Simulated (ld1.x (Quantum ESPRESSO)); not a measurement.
**Te TM: all-electron and pseudo phase curves**

tellurium, norm-conserving Troullier–Martins (Kleinman–Bylander form), made with ld1.x (Quantum ESPRESSO) 7.5 (PW91, scalar-relativistic). Core [Kr] 4d10, reference 5s2 5p2 (charge +2). Waves: 5s (bound): rc 1.30 bohr; 5p (bound): rc 1.80 bohr. Local part: all-electron potential smoothed inside 1.25 bohr (lloc = -1). Core correction: none.

The phase is arctan(r·u′/u) with u = r·R(r), unwrapped; energies in Ry, scanned from -4 to 5 Ry. A pole is an energy at which the radial function vanishes at the test radius. The pseudo phase is shifted by a multiple of π to meet the all-electron one at the reference energy, and phase errors are pseudo minus all-electron; the curves can meet again beyond the range given. Levels narrower than the energy grid can be missing from the lists of poles.

Problem. For each channel, where are the poles, and over which energies does the pseudopotential scatter like the atom?

Solution.

```csv
channel,radius (bohr),reference energy (Ry),"poles, all-electron","poles, pseudo",unbroken range about the reference energy with phases within 0.05 rad,phase error 1 Ry above the reference energy (rad)
s,1.95,-2.41,1.55,1.53,the whole range,+0.001
p,1.95,-1.65,3.58,"-3.63, 3.49",above -3.2,+0.009
```

Note: ghost states, extra bound levels that the all-electron valence spectrum of the same l lacks: s at -129.5 eV, p at -49.9 eV, d at -42.0 eV. A true bound ghost makes a file unfit for plane-wave use.

Phases in the p channel:

```json
{"E (Ry)": "-4.00", "all-electron": "1.164", "pseudo": "4.201"}
{"E (Ry)": "-3.52", "all-electron": "1.101", "pseudo": "1.258"}
{"E (Ry)": "-3.04", "all-electron": "1.011", "pseudo": "1.044"}
{"E (Ry)": "-2.56", "all-electron": "0.868", "pseudo": "0.881"}
{"E (Ry)": "-2.08", "all-electron": "0.625", "pseudo": "0.629"}
{"E (Ry)": "-1.60", "all-electron": "0.203", "pseudo": "0.203"}
{"E (Ry)": "-1.12", "all-electron": "-0.367", "pseudo": "-0.362"}
{"E (Ry)": "-0.64", "all-electron": "-0.821", "pseudo": "-0.812"}
{"E (Ry)": "-0.16", "all-electron": "-1.086", "pseudo": "-1.077"}
{"E (Ry)": "0.32", "all-electron": "-1.241", "pseudo": "-1.234"}
{"E (Ry)": "0.80", "all-electron": "-1.339", "pseudo": "-1.333"}
{"E (Ry)": "1.28", "all-electron": "-1.406", "pseudo": "-1.403"}
{"E (Ry)": "1.76", "all-electron": "-1.456", "pseudo": "-1.454"}
{"E (Ry)": "2.24", "all-electron": "-1.494", "pseudo": "-1.494"}
{"E (Ry)": "2.72", "all-electron": "-1.526", "pseudo": "-1.527"}
{"E (Ry)": "3.20", "all-electron": "-1.552", "pseudo": "-1.555"}
{"E (Ry)": "3.68", "all-electron": "-1.575", "pseudo": "-1.581"}
{"E (Ry)": "4.16", "all-electron": "-1.596", "pseudo": "-1.605"}
{"E (Ry)": "4.64", "all-electron": "-1.616", "pseudo": "-1.628"}
```
